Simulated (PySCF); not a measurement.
Electronic structure of Cu (copper, neutral) at the UHF level

Configuration: [Ar] 3d9 4s1 5s1, high-spin 4D determinant (an excited configuration). All numbers are calculated (PySCF 2.14, the spin-free X2C one-electron Hamiltonian (Gaussian nucleus), in aug-cc-pVTZ-DK (8s7p5d3f2g, 93 functions)).

* Total energy: -1652.976129 hartree
* One-electron energy: -2295.9083 hartree
* Hartree (Coulomb) energy: 709.2637 hartree
* Exchange energy: -66.3316 hartree
* ⟨S²⟩: 3.7508
* ⟨L²⟩: 6.016
* Sum of ⟨r⟩: 26.50 bohr
* Sum of ⟨r²⟩: 92.89 bohr²
* Traceless quadrupole moment −½Σ⟨3z² − r²⟩ along its main axis: -0.225 e·bohr²
* Langevin diamagnetic susceptibility: -73.6 ×10⁻⁶ cm³/mol

| shell | electrons | mean orbital energy (eV) | spread (eV) | rms radius, mean of both spins (bohr) |
| --- | --- | --- | --- | --- |
| 1s α | 1 | -9058.5 | 0 | 0.0601 |
| 1s β | 1 | -9058.4 | 0 | 0.0601 |
| 2s α | 1 | -1146.1 | 0 | 0.254 |
| 2s β | 1 | -1144.9 | 0 | 0.254 |
| 2p α | 3 | -986.68 | 1.174 | 0.228 |
| 2p β | 3 | -985.60 | 0.046 | 0.228 |
| 3s α | 1 | -153.55 | 0 | 0.762 |
| 3s β | 1 | -150.37 | 0 | 0.762 |
| 3p α | 3 | -104.53 | 2.390 | 0.811 |
| 3p β | 3 | -101.06 | 1.674 | 0.811 |
| 3d α | 5 | -25.614 | 2.866 | 1.05 |
| 3d β | 4 | -23.921 | 2.217 | 1.05 |
| 4s α | 1 | -12.927 | 0 | 2.76 |
| 5s α | 1 | -2.530 | 0 | 8.36 |

The outer electron is Rydberg-like, and this basis confines it to a smaller radius and binds it less than a complete one would.

Densities and radii are taken from the X2C orbitals without a picture-change correction, which distorts them close to the nucleus.

Spin-orbit constants ζ (cm⁻¹) from the X2C one-electron operator on these orbitals: bare nucleus, nucleus screened by l(l+1)(2l+1)/3 electrons, and screened by the Breit-Pauli mean field of the electrons.

```csv
shell,bare,screened nucleus,mean field
2p,115200,107200,103700
3p,14390,13400,12870
3d,1402,918.6,836.0
```

To first order the Landé constant is A = -278.7 cm⁻¹, so the lowest level has J = 7/2 and lies 0.104 eV below the centre of the term. This holds in LS coupling only.
